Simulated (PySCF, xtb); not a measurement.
C4H8Si, SMILES C1=CC[SiH2]C1.

GFN2-xTB in xtb at its own geometry gives an orbital gap of 5.20 eV and a dipole moment of 0.24 D.

Geometry optimised at PBE0-D3(BJ)/def2-SVP. The values are those of a single conformer.

Task: What does PBE0/def2-TZVP (PySCF) give? (Estimate from the structure and the level; the computed values follow.)

Result: gap 7.52 eV (levels -7.06 and 0.46 eV), dipole 0.41 D.
